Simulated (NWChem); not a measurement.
# C4H4N2; SMILES N1C(=C)C=NC=1

Computed with NWChem. All runs use the structure optimised with B3LYP/6-31G* (spherical d).

For level PW6B95/def2-TZVP:

```
Item                         Result
---------------------------  ------
highest occupied level (eV)   -8.10
orbital gap (eV)               5.37
```

How do the values read with level LDA (Slater exchange, VWN5)/def2-TZVP instead?

The highest occupied level (eV) comes out as -6.57 and the orbital gap (eV) comes out as 2.57.
